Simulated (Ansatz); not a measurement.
```yaml
crystal:
  periodic: [false, false, false]
  atoms:
    - {symbol: C, position_ang: [-7.451412, -0.198242, -0.142976]}
    - {symbol: N, position_ang: [-6.345423, -0.568632, 0.071710]}
    - {symbol: C, position_ang: [-5.005994, -0.973527, 0.314847]}
    - {symbol: C, position_ang: [-3.983899, 0.106165, -0.065924]}
    - {symbol: C, position_ang: [-2.543582, -0.336064, 0.200526]}
    - {symbol: C, position_ang: [-1.504410, 0.724511, -0.173329]}
    - {symbol: C, position_ang: [-0.059242, 0.295863, 0.094492]}
    - {symbol: C, position_ang: [0.972640, 1.361693, -0.290443]}
    - {symbol: C, position_ang: [2.428433, 0.997479, 0.030351]}
    - {symbol: C, position_ang: [2.976888, -0.199438, -0.757014]}
    - {symbol: C, position_ang: [4.475459, -0.465195, -0.551503]}
    - {symbol: C, position_ang: [4.862401, -0.861127, 0.875812]}
    - {symbol: H, position_ang: [-4.811433, -1.907323, -0.256818]}
    - {symbol: H, position_ang: [-4.907440, -1.235292, 1.391141]}
    - {symbol: H, position_ang: [-4.115822, 0.360802, -1.139304]}
    - {symbol: H, position_ang: [-4.213340, 1.032128, 0.503537]}
    - {symbol: H, position_ang: [-2.331783, -1.273259, -0.362739]}
    - {symbol: H, position_ang: [-2.428690, -0.600519, 1.276292]}
    - {symbol: H, position_ang: [-1.617762, 0.985733, -1.249801]}
    - {symbol: H, position_ang: [-1.720781, 1.663574, 0.384643]}
    - {symbol: H, position_ang: [0.145752, -0.648927, -0.456032]}
    - {symbol: H, position_ang: [0.057636, 0.044871, 1.173757]}
    - {symbol: H, position_ang: [0.714857, 2.310724, 0.229818]}
    - {symbol: H, position_ang: [0.879909, 1.582533, -1.378510]}
    - {symbol: H, position_ang: [2.519538, 0.806006, 1.122773]}
    - {symbol: H, position_ang: [3.072504, 1.881743, -0.174049]}
    - {symbol: H, position_ang: [2.785767, -0.029619, -1.840401]}
    - {symbol: H, position_ang: [2.409102, -1.119601, -0.491985]}
    - {symbol: H, position_ang: [5.049296, 0.439760, -0.854098]}
    - {symbol: H, position_ang: [4.793522, -1.268528, -1.250940]}
    - {symbol: H, position_ang: [4.302654, -1.760756, 1.209324]}
    - {symbol: H, position_ang: [4.651079, -0.052277, 1.604983]}
    - {symbol: H, position_ang: [5.943546, -1.095287, 0.951869]}
basis:
  gaussian: {orbitals: "6-31G*"}
total_charge: -1
magnetization: {spin_polarized: true, initial_magnetization: 1}
hamiltonian: {xc: {name: B2PLYP}, pseudopotentials: {relativity: scalar}}
scf: {omitted_lower_state_checks: [starts]}
output: {forces: true}
```

```sh
$ ansatz run in.yaml --threads 4 --pin off --events-out ev --progress --plain --max-ram 6963MiB
```

Output, abridged:

```
Functional definition: B2PLYP
2398 factors; integrals over basis functions are off by at most 8.4e-4 eV
mean field evaluation 1: about -13202.1080 eV, gradient 3.7e1 eV
mean field evaluation 2: about -13202.0910 eV, gradient 3.7e1 eV
mean field evaluation 4: about -13208.4677 eV, gradient 1.2e1 eV
mean field evaluation 8: about -13209.3779 eV, gradient 5.2e-1 eV
mean field evaluation 16: about -13209.3846 eV, gradient 1.2e-2 eV
mean field evaluation 32: about -13209.3846 eV, gradient 7.7e-4 eV
mean field -13209.38462861 eV, -485.4359314590 hartree, gradient 4.5e-6 eV, S^2 0.756700; 0 other end points of the search recorded, 0 dependent functions left out
12 core orbitals not correlated: weight in the atoms' cores, before any rotation towards them, 1.000 or more for the frozen orbitals, at most 0.000 for the correlated occupied ones
reference -13209.38489323 eV, -485.4359411836 hartree; 36, 35 occupied and 174, 175 virtual orbitals, 2398 factors
second order -53.46149764 eV of doubles, -0.00000000 eV of singles
Total energy: -13223.81949759 eV, -485.9664031098 hartree
Relativity: scalar
Atom 0 at    -7.451412    -0.198242    -0.142976 Å, force    -2.381658     0.448316    -0.331861 eV/Å
Atom 1 at    -6.345423    -0.568632     0.071710 Å, force     2.941930    -0.515144     0.413551 eV/Å
Atom 2 at    -5.005994    -0.973527     0.314847 Å, force    -1.748752    -0.149017    -0.009840 eV/Å
Atom 3 at    -3.983899     0.106165    -0.065924 Å, force     0.344130     0.497632    -0.184772 eV/Å
Atom 4 at    -2.543582    -0.336064     0.200526 Å, force     0.319891    -0.066337     0.050098 eV/Å
Atom 5 at    -1.504410     0.724511    -0.173329 Å, force    -0.408516     0.424589    -0.182503 eV/Å
Atom 6 at    -0.059242     0.295863     0.094492 Å, force     0.401931    -0.488690     0.215743 eV/Å
Atom 7 at     0.972640     1.361693    -0.290443 Å, force    -0.230280     0.208993    -0.235316 eV/Å
Atom 8 at     2.428433     0.997479     0.030351 Å, force     0.162220     0.247233     0.374540 eV/Å
Atom 9 at     2.976888    -0.199438    -0.757014 Å, force    -0.238965    -0.344375    -0.155814 eV/Å
Atom 10 at     4.475459    -0.465195    -0.551503 Å, force     0.193179     0.103995    -0.257136 eV/Å
Atom 11 at     4.862401    -0.861127     0.875812 Å, force    -0.022758    -0.136610     0.474906 eV/Å
Atom 12 at    -4.811433    -1.907323    -0.256818 Å, force     0.394208     0.029399    -0.262872 eV/Å
Atom 13 at    -4.907440    -1.235292     1.391141 Å, force     0.331139     0.225402     0.155552 eV/Å
Atom 14 at    -4.115822     0.360802    -1.139304 Å, force     0.057897    -0.192989     0.430150 eV/Å
Atom 15 at    -4.213340     1.032128     0.503537 Å, force     0.092280    -0.435154    -0.166883 eV/Å
Atom 16 at    -2.331783    -1.273259    -0.362739 Å, force    -0.199232     0.198629     0.047384 eV/Å
Atom 17 at    -2.428690    -0.600519     1.276292 Å, force    -0.156078     0.103783    -0.213288 eV/Å
Atom 18 at    -1.617762     0.985733    -1.249801 Å, force     0.069726    -0.131734     0.443744 eV/Å
Atom 19 at    -1.720781     1.663574     0.384643 Å, force     0.114146    -0.393667    -0.212686 eV/Å
Atom 20 at     0.145752    -0.648927    -0.456032 Å, force    -0.105596     0.434592     0.221672 eV/Å
Atom 21 at     0.057636     0.044871     1.173757 Å, force    -0.084679     0.135757    -0.452262 eV/Å
Atom 22 at     0.714857     2.310724     0.229818 Å, force     0.104970    -0.335575    -0.145516 eV/Å
Atom 23 at     0.879909     1.582533    -1.378510 Å, force     0.070874    -0.104843     0.428627 eV/Å
Atom 24 at     2.519538     0.806006     1.122773 Å, force    -0.040325     0.060052    -0.455789 eV/Å
Atom 25 at     3.072504     1.881743    -0.174049 Å, force    -0.107248    -0.281551     0.007505 eV/Å
Atom 26 at     2.785767    -0.029619    -1.840401 Å, force     0.099305     0.043551     0.281108 eV/Å
Atom 27 at     2.409102    -1.119601    -0.491985 Å, force     0.278598     0.404261    -0.071117 eV/Å
Atom 28 at     5.049296     0.439760    -0.854098 Å, force    -0.235259    -0.278205     0.152796 eV/Å
Atom 29 at     4.793522    -1.268528    -1.250940 Å, force    -0.099094     0.147175     0.253480 eV/Å
Atom 30 at     4.302654    -1.760756     1.209324 Å, force     0.194149     0.393587    -0.180431 eV/Å
Atom 31 at     4.651079    -0.052277     1.604983 Å, force     0.050190    -0.286230    -0.328319 eV/Å
Atom 32 at     5.943546    -1.095287     0.951869 Å, force    -0.162325     0.033177    -0.104450 eV/Å
Dipole moment:     2.862975     0.189473     0.032556 e Å
Checks for a lower state left out: starts
```

Run time 87 s (4 threads of Arm Neoverse V2 on a shared host), peak host memory 1.6 GiB.

The 6-31G sets use Cartesian d functions. Correlated methods freeze 12 core orbitals. The highest occupied level of an anion often lies above zero with these methods, and sets without diffuse functions describe the outer electron poorly.

The dipole of an ion depends on the origin.
